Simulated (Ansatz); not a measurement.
Job for Ansatz (a first-principles code): R-SVWN5/def2-TZVPP on CH4OSn (SMILES [CH3][Sn][OH]), a point of a torsion scan. Elements past Kr take the def2 small-core potentials; no spin–orbit coupling.

Ansatz 0.2 input:
```yaml
crystal:
  periodic: [false, false, false]
  atoms:
    - {symbol: C, position_ang: [-1.03464647, -0.05496044, 0.01817851]}
    - {symbol: Sn, position_ang: [0.64981007, 1.47272029, -0.19881634]}
    - {symbol: O, position_ang: [2.18518034, 0.20388144, 0.19522153]}
    - {symbol: H, position_ang: [-0.80819126, -0.93212320, -0.59299844]}
    - {symbol: H, position_ang: [-2.01751992, 0.31036763, -0.28280430]}
    - {symbol: H, position_ang: [-1.12133843, -0.40071238, 1.05225064]}
    - {symbol: H, position_ang: [2.15763942, -0.56834872, 0.75431311]}
basis:
  gaussian:
    orbitals: def2-TZVPP
hamiltonian:
  xc: {name: SVWN5}
scf: {lower_state_search: off}
```

Predict the final total energy.

-328.8475 hartree.
